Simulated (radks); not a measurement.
Valence configurations of Si+ (all share [Ne]). Method: non-relativistic Kohn-Sham, PBE, spin-polarised, spherical densities, point nucleus; open shells are filled with parallel spins first; computed with a radial shooting solver on a logarithmic mesh with Libxc functionals. Energies are relative to 3s2 3p1; eigenvalues in eV for spin up.

| valence | E (eV) | moment (Bohr magnetons) | e(3p) | e(3s) |
|---|---|---|---|---|
| 3s2 3p1 | 0.000 | 1 | -12.126 | -19.454 |
| 3s1 3p2 | 5.120 | 3 | -13.276 | -20.824 |
| 3s1.5 3p1.5 | 2.828 | 2 | -12.766 | -20.198 |
| 3p3 | 12.693 | 3 | -13.836 | - |

NIST lists [Ne] 3s2 3p1 as the ground configuration; this level of theory agrees among the configurations tried. The energies are those of spherical high-spin densities, not of single terms.
